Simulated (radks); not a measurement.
Problem. These are the eigenvalues of the occupied orbitals of an atom or ion with whole-number occupations (hartree). Calculated with a radial shooting solver on a logarithmic mesh with Libxc functionals: scalar-relativistic Kohn-Sham, SCAN, spin-unpolarised, spherical densities, finite nucleus; meta-GGA in the generalised Kohn-Sham scheme; Fermi nuclear charge, rms radius of each element as measured or else 0.836 A^(1/3) + 0.57 fm.

orbital  eigenvalue
1s        -106.7444
2s        -14.29393
2p        -11.99181

Which element is it, and in what charge state? The configuration may be excited.

Solution. Z = 17, chlorine, charge +7: Cl7+ in [Ne]. The list shows which subshells hold electrons but not how many an open one holds; the 1s level, -106.74 hartree, gives Z - s = 14.6 by -(Z - s)^2/2, which with screening and relativity narrows Z to a few neighbours, and the depths of the outer levels then fix element, charge and occupations together.
